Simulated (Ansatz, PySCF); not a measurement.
Species: sum formula H₂BO₂ (charge 0, doublet). It need not be the lowest isomer of its formula. 
Structure (B3LYP-D3(BJ)/def2-TZVP (Ansatz, a quantum-chemistry and plane-wave program) minimum search):
```xyz
5

B     -0.4472    -0.2864    -0.0092
O     -0.6236     1.0437     0.1172
O      0.6904    -1.0009    -0.1159
H      0.1763     1.5939     0.1372
H      1.5249    -0.5046    -0.1021
```
Charge 0, spin multiplicity 2.

Wanted: atomisation energy (electronic, to ground-state atoms), in kcal/mol. Valence correlation only, unless marked. UHF or UKS for open shells. Spin-orbit coupling is left out. No relativistic terms. The coupled-cluster limit lacks core correlation, which all-electron functionals hold. Basis-set limits of correlation are two-point, X^-3; Hartree-Fock from the larger set. The bracket is a focal-point correction in the basis named.

| level | program | atomisation energy (kcal/mol) |
|---|---|---|
| HF/cc-pVTZ | Ansatz | 332.8 |
| TPSS/def2-TZVPD | PySCF | 464.6 |
| B2PLYP/def2-TZVPD | Ansatz | 465.1 |
| PBE-QIDH/def2-TZVPD | Ansatz | 463.3 |

Question: What does RI-MP2/CBS(aug-cc-pVTZ,aug-cc-pVQZ)+[CCSD(T)-MP2]/aug-cc-pVTZ (Ansatz) give?

Answer: 468.9 kcal/mol, so PBE-QIDH/def2-TZVPD differs from it by -5.6 kcal/mol.
